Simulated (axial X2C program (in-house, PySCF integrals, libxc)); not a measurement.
**Levels of SbBr⁺ by electron attachment to SbBr²⁺ (EOM-EA-CCSD)**

Computed with an axial X2C code built on PySCF integrals: two-component X2C with atomic mean-field Coulomb and Gaunt terms, Gaussian nuclei, basis Sb dyall-acv3z, Br dyall-acv3z with contracted cores.

R = 2.386 Å (near the PBE0 minimum at charge 1 of the determinant lowest at the starting distance; the state shown can have its own minimum elsewhere).

Hartree–Fock spinors of SbBr²⁺ (one of each Kramers pair; a window near the gap, which can cut inner shells):

```json
{"ω": "1/2", "occupied": "yes", "ε (eV)": "-31.80", "character": "62% Sb s, 21% Br p, 9% Br s"}
{"ω": "1/2", "occupied": "yes", "ε (eV)": "-24.99", "character": "51% Br p, 32% Sb p, 11% Sb s"}
{"ω": "1/2", "occupied": "yes", "ε (eV)": "-24.14", "character": "74% Br p, 16% Sb p, 4% Sb d"}
{"ω": "3/2", "occupied": "yes", "ε (eV)": "-23.85", "character": "79% Br p, 11% Sb p, 5% Sb d"}
{"ω": "1/2", "occupied": "no", "ε (eV)": "-14.14", "character": "76% Sb p, 12% Br p, 7% Br d"}
{"ω": "3/2", "occupied": "no", "ε (eV)": "-13.68", "character": "77% Sb p, 10% Br p, 7% Br d"}
{"ω": "1/2", "occupied": "no", "ε (eV)": "-10.27", "character": "43% Sb p, 19% Br p, 19% Sb d"}
{"ω": "1/2", "occupied": "no", "ε (eV)": "-7.15", "character": "63% Sb s, 13% Br s, 9% Sb d"}
{"ω": "3/2", "occupied": "no", "ε (eV)": "-5.99", "character": "88% Sb d, 11% Br d"}
{"ω": "5/2", "occupied": "no", "ε (eV)": "-5.97", "character": "88% Sb d, 11% Br d"}
```

Levels of SbBr⁺ obtained by attaching an electron to SbBr²⁺:

```tsv
Ω	binding energy (eV)	above lowest (cm⁻¹)	attached spinor	one-particle weight
1/2	14.722	0	76% Sb pπ, 11% Br pπ, 6% Br dπ	0.95
3/2	14.301	3401	77% Sb pπ, 10% Br pπ, 7% Br dπ	0.95
1/2	11.158	28746	43% Sb pσ, 20% Br pσ, 18% Sb dσ	0.95
```

Q: Take the first Ω = 1/2 and Ω = 3/2 rows of π character: how far apart are they, and which lies lower?

A: E(3/2) − E(1/2) = 3401 − 0 = 3401 cm⁻¹ at EOM-EA-CCSD: regular, Ω = 1/2 lower. Splittings at this level can be off by ten to twenty per cent.

This point took 16 s on 1 thread of Intel(R) Xeon(R) Processor @ 2.30GHz, with other jobs on the host.

Reference electrons by ω block (each with its −ω partner): 1/2: 27, 3/2: 12, 5/2: 3. 10 electrons of SbBr²⁺ correlated (inner shells frozen), 92 natural virtual spinors (a truncated set); levels can be off by some tenths of an eV. Roots sought by Ω: (1/2: 5, 3/2: 4, 5/2: 2, 7/2: 1); rows need 60 % one-particle weight and stop where some Ω has no more roots. Missing are any skipped roots, higher Ω and states of a further excitation; these come out far too high here and may in truth be low or lowest. T1 of the reference 0.038 (Lee–Taylor). The reference was not checked to be the lowest state of its species. Number of frozen shells: Sb 4 s, 3 p, 2 d; Br 3 s, 2 p, 1 d. Large amplitudes in the reference (orbital relaxation or multireference character) lower the reliability.
